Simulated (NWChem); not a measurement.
System: C3H5BFN; SMILES C=C1CNB1F

```xyz
11

C      1.2530    -1.7280     0.0000
C      0.3317    -0.7672     0.0000
C     -1.2086    -0.8375     0.0000
N     -1.2649     0.6433     0.0000
B      0.1367     0.7931     0.0000
F      0.9020     1.8828     0.0000
H      0.9962    -2.7868     0.0000
H      2.3151    -1.4933     0.0000
H     -1.6499    -1.2957    -0.8956
H     -1.6499    -1.2957     0.8956
H     -2.1038     1.2049     0.0000
```
Atoms are numbered in this order, from 1.

Level: B3LYP/6-31G* (spherical d) (NWChem), optimised geometry, unscaled harmonic frequencies. 

| frequency (cm⁻¹) | IR intensity (km/mol) |
|---|---|
| 176 | 0.0 |
| 238 | 0.5 |
| 259 | 16.2 |
| 446 | 2.9 |
| 514 | 133.9 |
| 620 | 0.4 |
| 621 | 0.0 |
| 742 | 8.7 |
| 744 | 7.4 |
| 876 | 1.8 |
| 955 | 32.6 |
| 992 | 7.2 |
| 1044 | 0.2 |
| 1125 | 70.5 |
| 1162 | 0.6 |
| 1186 | 40.4 |
| 1250 | 36.9 |
| 1335 | 72.7 |
| 1481 | 28.0 |
| 1513 | 214.4 |
| 1566 | 147.3 |
| 1772 | 21.7 |
| 3028 | 60.5 |
| 3070 | 46.7 |
| 3144 | 17.0 |
| 3221 | 14.1 |
| 3646 | 29.3 |

```yaml
zero_point_energy: 52.5 kcal/mol
thermal correction to the enthalpy at 298.15 K (with zero-point energy): 56.6 kcal/mol
heat capacity Cv: 20.4 cal/(mol K)
entropy at 298.15 K and 1 atm (symmetry number 1): 75.0 cal/(mol K)
dipole_moment: 2.02 D
```

Rigid rotor and harmonic oscillator.
